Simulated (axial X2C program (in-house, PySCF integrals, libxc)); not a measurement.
# Nuclear properties of WGe

Computed with an in-house all-electron X2C program for linear molecules (integrals from PySCF): two-component X2C with atomic mean-field Coulomb and Gaunt terms, Gaussian nuclei, basis W dyall-cv3z, Ge dyall-cv3z with contracted cores.

R = 2.394 Å (near the PBE0 minimum at charge 0 of the determinant lowest at the starting distance; the state shown can have its own minimum elsewhere).

Input and command:
```json
{"zs": [74, 32], "q": 0, "bas": ["dyall-cv3z", "dyall-cv3z"], "r0": 2.58, "levels": ["PBE0", "HF", "LDA", "BP86", "B3LYP"], "nst": 3}
```
```bash
python soeom.py task.json out
```

Keys: zs atomic numbers; q charge; bas basis sets; r0 starting distance in Å; levels methods; nst determinants followed.

Determinant lowest in the PBE0 search, Ω = 3 (⟨Sz⟩ = 1.97, ⟨Lz⟩ = 1.03 at PBE0), spin on the atoms W 2.22, Ge -0.25:

| level | Eeff magnitude (GV/cm) | Ws magnitude W (kHz) | A∥/gI W (MHz) | qzz W (a.u.) | A∥/gI Ge (MHz) | qzz Ge (a.u.) | μ (D) |
| --- | --- | --- | --- | --- | --- | --- | --- |
| PBE0 | 20.5 | 6.15 | 984 | 0.03 | 153 | -3.10 | -2.25 |
| HF | 30.5 | 9.5 | 1010 | -1.14 | 158 | -4.00 | -2.86 |
| LDA | 14.2 | 4.17 | 905 | -0.22 | 116 | -2.66 | -1.45 |
| BP86 | 14.5 | 4.24 | 972 | -0.19 | 123 | -2.69 | -1.61 |
| B3LYP | 13.4 | 3.74 | 810 | 0.25 | 135 | -2.75 | -1.78 |

Eeff is the effective electric field on the electron electric dipole moment in this Ω state and Ws the scalar–pseudoscalar constant of the nucleus named (defined with the proton number Z and per Ω); A∥ (defined per Ω) follows by multiplying with gI = μI/(I μN); qzz is the electric field gradient, eQq0 = 234.96 MHz × Q/barn × qzz; μ is positive if the Ge end (last atom) is positive. The operators were transformed with the bare-nucleus X2C matrices; with these basis sets, hyperfine constants and field gradients can be off by tens of per cent, and where levels differ in sign neither size nor sign is settled.

Q: With gI(183W) = 0.2356, gI(73Ge) = -0.1954, Q(73Ge) = -0.196 barn (g factors from the IAEA table of nuclear moments by Stone; Q from Pyykkö, Mol. Phys. 2018), turn the PBE0 values of the first state into constants in MHz.

A: A∥(183W) = 984 × 0.2356 = 232 MHz; A∥(73Ge) = 153 × -0.1954 = -29.9 MHz; eQq0(73Ge) = 234.96 × (-0.196) × (-3.10) = 143 MHz.

Each state is one determinant with collinear spin, which with several unpaired electrons need not be a pure state. Unrestricted Hartree–Fock can overshoot spin polarisation at the nuclei. With several open shells hyperfine constants can be off by a factor of several. Where Eeff spreads by more than a factor of two the levels disagree and none is to be relied on. Open-shell Ω = 0 determinants with evenly filled partner blocks cannot be reached by this program, so the Ω shown need not be the lowest component. States lie within half an eV, so the first need not be the ground state. Further determinants of the search, some of them spin-mixed, are not shown. Where a field gradient or hyperfine factor spreads by more than a factor of two over the levels, a constant derived from it is not to be relied on.
